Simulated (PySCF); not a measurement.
How methods differ on the excitation energy of Ga+

Ga+ [Ar] 3d10 4s2 (1S) → Ga+ [Ar] 3d10 4s1 4p1, s spin flipped, as a difference of total energies. All numbers are calculated (PySCF 2.14, a scalar-relativistic core potential, in aug-cc-pVDZ-PP with ECP10MDF). Correlated levels: valence: 3s2 3p6 3d10 frozen. The calculations carry no spin-orbit coupling.

| method | excitation energy (eV) |
| --- | --- |
| UHF | 6.708 |
| LDA | 7.358 |
| PBE | 7.090 |
| PBE0 | 7.028 |
| r2SCAN | 7.013 |
| BHandHLYP | 7.104 |
| B97-3 | 7.176 |
| BLYP | 7.197 |
| wB97X-V | 7.190 |
| MP2 (valence) | 6.811 |
| SCS-MP2 (valence) | 6.831 |

Task: How much does correlation contribute at MP2 (valence)?

Result: 6.811 − (6.708) = 0.103 eV, measured against UHF.

The upper determinant mixes two multiplicities, so it lies between the two terms.
